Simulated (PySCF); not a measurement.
# MOH₂ across the 4d metals

Level: PBE0, basis family def2-TZVP, scalar-relativistic core potentials from Rb on and no relativity for lighter atoms.

Each entry is the lowest minimum that a search over a few typed start shapes (and spin states, where more than one is plausible) found, or that minimum re-optimised at the stated level; isomers with ligand–ligand bonds, or fragments after loss of a ligand pair, can lie lower. Open shells are unrestricted; no spin–orbit coupling; PySCF with density fitting.

| molecule | 2S+1 | point group | mean bond to the central atom (Å) | atomisation (kJ/mol) | highest ω (cm⁻¹) | polar-tensor charge of the central atom | lowest ω (cm⁻¹) |
| --- | --- | --- | --- | --- | --- | --- | --- |
| H₂ZrO | ? | ? | ? | ? | ? | ? | ? |
| H₂MoO | 3 | C2v | 1.707 | 1069 | 1840 | 1.36 | 219 |
| H₂TcO | 4 | Cs | 1.659 | 1056 | 1977 | 1.16 | 360 |
| H₂RuO | 3 | Cs | 1.598 | 1012 | 2186 | 0.91 | 583 |

(1) Fill in the row of H₂ZrO.

Results:

(1) 2S+1: 1; point group: Cs; mean bond to the central atom (Å): 1.821; atomisation (kJ/mol): 1315; highest ω (cm⁻¹): 1661; polar-tensor charge of the central atom: 1.70; lowest ω (cm⁻¹): 428.

Left out of the table are members whose search was unfinished or whose lowest solution was spin-contaminated, unstable, very soft or bonded differently.

Open d and f shells are single-determinant solutions and may miss the true ground state.
